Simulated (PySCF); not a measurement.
A calculated (BHandHLYP, PySCF 2.14, x2c-TZVPPall with one added diffuse shell each of s, p, d, f type, the spin-free X2C one-electron Hamiltonian (Gaussian nucleus)) atom or ion has these occupied shells.

| shell | electrons | orbital energy (eV) | rms radius, mean of both spins (bohr) |
| --- | --- | --- | --- |
| 1s α | 1 | -69582.1 | 0.0208 |
| 1s β | 1 | -69582.0 | 0.0208 |
| 2s α | 1 | -12082.2 | 0.0838 |
| 2s β | 1 | -12081.9 | 0.0838 |
| 2p α | 3 | -10600.4 | 0.0763 |
| 2p β | 3 | -10600.1 | 0.0763 |
| 3s α | 1 | -2815.8 | 0.215 |
| 3s β | 1 | -2815.7 | 0.215 |
| 3p α | 3 | -2371.0 | 0.216 |
| 3p β | 3 | -2370.9 | 0.216 |
| 3d α | 5 | -1841.6 | 0.197 |
| 3d β | 5 | -1841.4 | 0.197 |
| 4s α | 1 | -598.41 | 0.478 |
| 4s β | 1 | -598.05 | 0.478 |
| 4p α | 3 | -450.39 | 0.509 |
| 4p β | 3 | -450.07 | 0.509 |
| 4d α | 5 | -257.18 | 0.551 |
| 4d β | 5 | -256.75 | 0.551 |
| 5s α | 1 | -89.100 | 1.14 |
| 5s β | 1 | -86.340 | 1.14 |
| 5p α | 3 | -51.450 | 1.33 |
| 5p β | 3 | -47.623 | 1.33 |
| 4f α | 7 | -43.415 | 0.675 |
| 4f β | 7 | -42.948 | 0.675 |
| 5d α | 4 | -9.131 | 2.17 |
| 6s α | 1 | -8.796 | 3.33 |
| 6p α | 1 | -3.674 | 4.65 |

**Question.** Name the element and its charge.

**Answer.** W (tungsten, neutral), in [Xe] 4f14 5d4 6s1 6p1, one real determinant (an excited configuration).
